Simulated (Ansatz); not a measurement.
Species: GeCl2, net charge 0, singlet state. SMILES: [Ge]([Cl])[Cl]
Geometry: optimised at B3LYP-D3(BJ)/def2-TZVP (Ansatz, a program for electronic structure).

Parts of the frozen-core correlation energy in STO-3G (Ansatz, hartree). Frozen orbitals: 24; correlated occupied orbitals by spin: 9 and 9; virtual: 3 and 3. Spin-orbit coupling is left out. No relativistic terms.

| term | value |
|---|---|
| reference (HF) | -2961.00113 |
| MP2 opposite-spin | … |
| MP2 same-spin | -0.00523 |
| CCSD correlation | … |
| (T) | … |
| FCI minus CCSD(T) | -0.00054 |
| T1 diagnostic | 0.013 |
| largest doubles amplitude | 0.087 |

Q: Fill in the missing entries.

A: 
- MP2 opposite-spin, value: -0.03216
- CCSD correlation, value: -0.04977
- (T), value: -0.00232
